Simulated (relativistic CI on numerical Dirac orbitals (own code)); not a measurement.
**Line list: Forbidden lines, Ge XXIV**

Computed by Dirac-Coulomb-Breit CI, orbitals from a KLI potential per configuration, model QED, unscaled Slater integrals (own radial code, finite nucleus).

CI space (outside the closed core 1s2): 2s2 2p5, 2s 2p6, 2p6 3s, 2p6 3p, 2p6 3d, 2s2 2p4 3s, 2s2 2p4 3p, 2s2 2p4 3d, 2s 2p5 3s, 2s 2p5 3p, 2s 2p5 3d, 2s2 2p4 4s, 2s2 2p4 4p, 2s2 2p4 4d, 2s2 2p4 4f, 2s 2p5 4s. Levels of other configurations are missing.

| λ vac (Å) | Lower | Upper | Type | A (s⁻¹) | E lower (Ry) | E upper (Ry) |
| --- | --- | --- | --- | --- | --- | --- |
| 7.5934 | 2s2 2p5 2P°_3/2 [1] | 2s 2p5 3d 2F°_7/2 [104] | E2 | 7.55e+09 | 0.000 | 120.007 |
| 7.7258 | 2s2 2p5 2P°_1/2 [2] | 2s 2p5 3d 2D°_5/2 [106] | E2 | 1.81e+10 | 2.399 | 120.351 |
| 7.7514 | 2s2 2p5 2P°_1/2 [2] | 2s 2p5 3d 2F°_5/2 [103] | E2 | 1.50e+10 | 2.399 | 119.961 |
| 7.7707 | 2s 2p6 2S_1/2 [3] | 2p6 3d 2D_5/2 [122] | E2 | 2.59e+10 | 13.940 | 131.209 |
| 7.7787 | 2s 2p6 2S_1/2 [3] | 2p6 3d 2D_3/2 [120] | E2 | 2.59e+10 | 13.940 | 131.089 |
| 7.8191 | 2s2 2p5 2P°_3/2 [1] | 2s 2p5 3d 2F°_5/2 [96] | E2 | 7.38e+09 | 0.000 | 116.544 |
| 7.8191 | 2s2 2p5 2P°_3/2 [1] | 2s 2p5 3d 2F°_7/2 [95] | E2 | 2.20e+10 | 0.000 | 116.544 |
| 7.8240 | 2s2 2p5 2P°_3/2 [1] | 2s 2p5 3d 2D°_5/2 [94] | E2 | 2.40e+10 | 0.000 | 116.471 |
| 7.8867 | 2s2 2p5 2P°_3/2 [1] | 2s 2p5 3d 2F°_7/2 [88] | E2 | 2.19e+10 | 0.000 | 115.545 |
| 7.8939 | 2s2 2p5 2P°_3/2 [1] | 2s 2p5 3d 2D°_5/2 [86] | E2 | 1.37e+10 | 0.000 | 115.439 |
| 7.8958 | 2s2 2p5 2P°_1/2 [2] | 2s 2p5 3d 2F°_5/2 [101] | E2 | 1.42e+10 | 2.399 | 117.811 |
| 7.9190 | 2s2 2p5 2P°_3/2 [1] | 2s 2p5 3d 4F°_7/2 [85] | E2 | 3.20e+09 | 0.000 | 115.073 |
| 7.9834 | 2s2 2p5 2P°_1/2 [2] | 2s 2p5 3d 2F°_5/2 [96] | E2 | 5.92e+09 | 2.399 | 116.544 |
| 8.8931 | 2s2 2p5 2P°_1/2 [2] | 2s2 2p4 3p 2P°_3/2 [43] | E2 | 4.11e+09 | 2.399 | 104.868 |
| 8.9088 | 2s2 2p5 2P°_3/2 [1] | 2s2 2p4 3p 2D°_5/2 [28] | E2 | 1.93e+09 | 0.000 | 102.288 |
| 8.9357 | 2s2 2p5 2P°_3/2 [1] | 2s2 2p4 3p 2F°_7/2 [26] | E2 | 4.41e+09 | 0.000 | 101.981 |
| 8.9905 | 2s2 2p5 2P°_3/2 [1] | 2s2 2p4 3p 2D°_3/2 [24] | E2 | 2.71e+09 | 0.000 | 101.358 |
| 8.9952 | 2s2 2p5 2P°_3/2 [1] | 2s2 2p4 3p 2S°_1/2 [23] | E2 | 1.90e+09 | 0.000 | 101.306 |
| 9.0139 | 2s2 2p5 2P°_3/2 [1] | 2s2 2p4 3p 4D°_5/2 [21] | E2 | 1.57e+09 | 0.000 | 101.095 |
| 9.0955 | 2s2 2p5 2P°_3/2 [1] | 2s2 2p4 3p 4D°_3/2 [18] | E2 | 9.46e+08 | 0.000 | 100.188 |
| 9.1228 | 2s2 2p5 2P°_1/2 [2] | 2s2 2p4 3p 2D°_5/2 [28] | E2 | 2.52e+09 | 2.399 | 102.288 |
| 9.1257 | 2s2 2p5 2P°_3/2 [1] | 2s2 2p4 3p 2D°_3/2 [17] | E2 | 5.64e+09 | 0.000 | 99.857 |
| 9.2027 | 2s2 2p5 2P°_1/2 [2] | 2s2 2p4 3p 2F°_5/2 [25] | E2 | 3.94e+09 | 2.399 | 101.420 |
| 9.2085 | 2s2 2p5 2P°_1/2 [2] | 2s2 2p4 3p 2D°_3/2 [24] | E2 | 2.89e+09 | 2.399 | 101.358 |
| 9.2103 | 2s2 2p5 2P°_3/2 [1] | 2s2 2p4 3p 4D°_7/2 [15] | E2 | 8.76e+08 | 0.000 | 98.940 |
| 9.2147 | 2s2 2p5 2P°_3/2 [1] | 2s2 2p4 3p 2D°_5/2 [14] | E2 | 4.74e+09 | 0.000 | 98.893 |
| 9.2191 | 2s2 2p5 2P°_3/2 [1] | 2s2 2p4 3p 2P°_1/2 [13] | E2 | 3.65e+09 | 0.000 | 98.846 |
| 9.2645 | 2s2 2p5 2P°_1/2 [2] | 2s2 2p4 3p 2P°_3/2 [20] | E2 | 1.61e+09 | 2.399 | 100.760 |
| 9.2658 | 2s2 2p5 2P°_3/2 [1] | 2s2 2p4 3p 4P°_5/2 [10] | E2 | 2.85e+09 | 0.000 | 98.347 |
| 9.2767 | 2s2 2p5 2P°_3/2 [1] | 2s2 2p4 3p 4P°_3/2 [9] | E2 | 1.43e+09 | 0.000 | 98.231 |

Terms are leading LS components. Brackets give the number of a level in order of energy, since labels repeat. The list gives strong lines, with weight on those to low levels, among the lowest 200 of 207 levels, so that lines to higher ones, which can be the strongest, are missing. Levels whose partners in the same complex of configurations lie outside the list can be far off, and so can their lines. Rates are taken at the computed energies, electric ones in the length gauge.

At this charge energies of transitions that change n are usually good to better than 1 %, and those within a shell (Δn = 0) to a few per cent.

LS names give the leading component of a level, which can be under half, so a name can repeat, a term be missing and a line seem to break the LS rules.
